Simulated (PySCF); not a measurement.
**LiSb⁺: one state, many levels of theory**

State: ⁴Σ⁻ (quartet), unpaired electrons σ ↑, π ↑↑. Set-up: PySCF, scalar-relativistic core potentials, basis sets Li cc-pVDZ, Sb cc-pVDZ-PP with ECP28. De refers to Li⁺ + Sb in their high-spin ground configurations, without counterpoise correction. The functionals are run spin-unrestricted. A positive dipole points towards Sb; it is taken about the centre of mass and depends on that origin.

```json
{"Level": "UHF", "Re (Å)": "3.004", "ωe (cm⁻¹)": "214", "De (eV)": "0.444", "μ (D)": "-10.49"}
{"Level": "UHF-MP2", "Re (Å)": "2.968", "ωe (cm⁻¹)": "226", "De (eV)": "0.491", "μ (D)": "n/a"}
{"Level": "UHF-SCS-MP2", "Re (Å)": "2.972", "ωe (cm⁻¹)": "225", "De (eV)": "0.482", "μ (D)": "n/a"}
{"Level": "UHF-CCSD", "Re (Å)": "2.968", "ωe (cm⁻¹)": "227", "De (eV)": "0.497", "μ (D)": "n/a"}
{"Level": "UHF-CCSD(T)", "Re (Å)": "2.963", "ωe (cm⁻¹)": "229", "De (eV)": "0.51", "μ (D)": "n/a"}
{"Level": "PBE", "Re (Å)": "2.959", "ωe (cm⁻¹)": "220", "De (eV)": "0.57", "μ (D)": "-9.87"}
{"Level": "PBEsol", "Re (Å)": "2.954", "ωe (cm⁻¹)": "221", "De (eV)": "0.56", "μ (D)": "-9.89"}
{"Level": "BLYP", "Re (Å)": "2.978", "ωe (cm⁻¹)": "214", "De (eV)": "0.58", "μ (D)": "-9.93"}
{"Level": "r²SCAN", "Re (Å)": "2.982", "ωe (cm⁻¹)": "214", "De (eV)": "0.471", "μ (D)": "-10.24"}
{"Level": "PBE0", "Re (Å)": "2.947", "ωe (cm⁻¹)": "223", "De (eV)": "0.53", "μ (D)": "-9.96"}
{"Level": "MN15", "Re (Å)": "2.982", "ωe (cm⁻¹)": "214", "De (eV)": "0.477", "μ (D)": "-10.38"}
{"Level": "ωB97X", "Re (Å)": "2.976", "ωe (cm⁻¹)": "215", "De (eV)": "0.441", "μ (D)": "-10.37"}
```

The bond length runs from 2.947 Å (PBE0) to 3.004 Å (UHF). De spans 0.44 eV (ωB97X, range-separated hybrid) to 0.58 eV (BLYP, GGA). Correlation at CCSD(T) changes the Hartree–Fock bond energy by +0.07 eV; the triples alone change it by +0.01 eV.

Correlated steps freeze 4 core orbitals. Correlated levels converge slowly with the basis: in double zeta they bind strong bonds too weakly, by up to about 1 eV, and carry superposition errors of some tenths. These are scalar-relativistic numbers at best; spin–orbit coupling would shift them, the dissociation energy most. For an ion De counts to the pair picked by the measured ionisation energies or electron affinities, which need not be the lowest pair at this level. The state was picked by a PBE0 search and need not be the measured ground state.
